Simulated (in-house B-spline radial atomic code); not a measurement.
Configurations of Nb⁴⁺, with energies counted from [Kr] 4d1. Method: scalar-relativistic (X2C) PBE0, spin-polarised, spherical fractional occupations, exact exchange averaged over the configuration, Fermi nucleus of rms radius 4.324 fm. Calculated with an all-electron radial atomic-structure program (B-spline basis). Shells without spins written out take the highest spin.

Occupations are held fixed; configurations that lie above the ionisation limit could autoionise.

| configuration | E - E(ref) (eV) | highest orbital | its <r> (bohr) |
| --- | --- | --- | --- |
| [Kr] 5d1 | 25.732 | 5d up | 3.686 |
| [Ar] 3d10 4s2 4p5 4d2 | 33.783 | 4d up | 1.571 |
| [Ar] 3d10 4s2 4p5 4d1 5p1 | 51.332 | 5p up | 2.852 |
| [Ar] 3d9 4s2 4p6 4d2 | 207.97 | 4d up | 1.516 |
| [Ar] 3d9 4s2 4p6 4d1 5s1 | 219.56 | 5s up | 2.501 |

Task: Order these further configurations by energy, lowest first.
A. [Ar] 3d9 4s2 4p6 4d1 5f1
B. [Ar] 3d9 4s2 4p6 4d1 4f1
C. [Ar] 3d9 4s2 4p6 4d1 5p1
D. [Kr] 4f1
E. [Ar] 3d10 4s2 4p5 4d1 4f1

Result: D (26.649 eV), E (61.7 eV), C (226.64 eV), B (237.43 eV), A (246.05 eV).
